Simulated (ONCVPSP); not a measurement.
**u(r) = r·R(r): atom against pseudo-atom (bismuth)**

Columns: radius, all-electron u(r) and pseudo u(r) of the 5d shell (level -27.60 eV) of bismuth in the configuration [Kr] 4d10 4f14 5s2 5p6 5d10 6s1.75 6p3.25; LDA (Perdew-Zunger), scalar-relativistic, ONCV scheme, ONCVPSP 4.0.1.

```csv
r (bohr),all-electron,pseudo
0.090,0.3511,0.0035
0.180,-0.0005,0.0267
0.270,-0.4506,0.0839
0.360,-0.4894,0.1807
0.450,-0.2364,0.3127
0.540,0.1126,0.4667
0.630,0.4395,0.6248
0.720,0.6949,0.7690
0.810,0.8687,0.8843
0.900,0.9697,0.9625
0.990,1.0125,1.0013
1.080,1.0123,1.0042
1.170,0.9825,0.9783
1.260,0.9334,0.9318
1.350,0.8730,0.8725
1.440,0.8069,0.8067
1.530,0.7390,0.7388
1.620,0.6720,0.6719
1.710,0.6076,0.6075
1.800,0.5470,0.5469
1.890,0.4906,0.4905
1.980,0.4387,0.4387
2.070,0.3914,0.3913
2.160,0.3485,0.3484
2.250,0.3097,0.3097
2.340,0.2749,0.2749
```

Question: How many radial nodes do the two functions have?

Answer: The all-electron 5d function has n − l − 1 = 2; the pseudo-wave has 0, since the states of the same l below it are removed with the core.

Question: Is the pseudo-wave norm-conserving?

Answer: Yes: the ONCV scheme keeps the norm inside the radius equal to the all-electron one, which fixes the energy derivative of the logarithmic derivative at the level.
